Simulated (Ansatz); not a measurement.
```xyz
7

O    -0.918   -1.986    1.939
C    -0.500   -1.023    1.448
N    -0.056    0.013    1.018
Ge    0.322    0.707   -0.610
Cl    1.737   -0.555   -1.581
Cl   -1.462    0.732   -1.775
H     0.877    2.112   -0.439
```

Charge 0, multiplicity 1.

Q: List the ωB97M-V/def2-TZVPP orbital energies in eV (Ansatz 0.2.0). (Estimate.)

A: Ansatz gave: Occupied: -10869.04, -2772.48, -2772.48, -1364.75, -1212.49, -1212.48, -1212.46, -527.85, -395.66, -285.85, -262.87, -262.87, -200.36, -200.36, -200.21, -200.21, -200.21, -200.21, -176.62, -125.90, -125.88, -125.80, -38.74, -38.72, -38.63, -38.58, -38.58, -34.31, -29.43, -26.59, -25.90, -20.24, -17.50, -16.40, -16.32, -16.03, -14.25, -14.07, -12.65, -12.24, -11.96, -11.85, -11.57, -11.35. Lowest empty: 0.80, 1.66, 2.23, 2.59, 3.22, 4.08, 4.30, 5.78.
